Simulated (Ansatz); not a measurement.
Ansatz results at the PBE0-D4/def2-TZVP geometry: size of the dipole moment (ωB97M-V/def2-TZVPP) 0.52 D; LUMO energy (B3LYP/def2-TZVPP) -0.60 eV; HOMO energy (ωB97M-V/def2-TZVPP) -9.06 eV.

Each molecule was computed in one conformer, which needn't be the lowest.

Question: Which molecule gave them?
A. `[CH3][GeH]([F])[SeH]`
B. `C[O][Ge]([O]C)([O]C)[Se]C`
C. `[I][GeH2][I]`
D. `[Cl][GeH2][I]`

Answer: B. The others give `[I][GeH2][I]`: 1.27, -2.15, -9.74; `[CH3][GeH]([F])[SeH]`: 2.53, -0.45, -9.48; `[Cl][GeH2][I]`: 1.65, -1.74, -10.03.

B3LYP here is the variant with VWN-RPA as its local correlation; programs differ in this.
